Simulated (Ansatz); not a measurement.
`C=NB[SeH]` and `C=NBF` differ in one atom or group.

Ansatz, PBE0-D4/def2-TZVP geometries, multiplicity 1. Each molecule was computed in one conformer, which needn't be the lowest.

Scalar relativity is left out up to krypton. Spin–orbit coupling is left out; it splits and shifts lone-pair levels of the heavy atoms by tenths of an eV.

| property | `C=NB[SeH]` |
| --- | --- |
| size of the dipole moment (B3LYP/def2-TZVPP) / D | 2.14 |
| HOMO–LUMO gap (B3LYP/def2-TZVPP) / eV | 4.91 |
| HOMO energy (PBE0/def2-TZVPP) / eV | -6.66 |
| LUMO energy (B3LYP/def2-TZVPP) / eV | -1.53 |
| LUMO energy (PBE0/def2-TZVPP) / eV | -1.29 |
| HOMO–LUMO gap (PBE/def2-TZVPP) / eV | 3.21 |

Q: What does the change do to each property? (Estimate.)

A: The calculation gave: 
```
                                        property  `C=NBF`  shift
size of the dipole moment (B3LYP/def2-TZVPP) / D     2.93   0.79
           HOMO–LUMO gap (B3LYP/def2-TZVPP) / eV     5.98   1.07
              HOMO energy (PBE0/def2-TZVPP) / eV    -7.78  -1.12
             LUMO energy (B3LYP/def2-TZVPP) / eV    -1.58  -0.05
              LUMO energy (PBE0/def2-TZVPP) / eV    -1.32  -0.03
             HOMO–LUMO gap (PBE/def2-TZVPP) / eV     3.97   0.76
```

The zero-point energy changes by -15.3 kJ/mol with -3 modes. Dipoles are sizes alone; their direction can turn.

B3LYP here is the variant with VWN-RPA as its local correlation; programs differ in this.
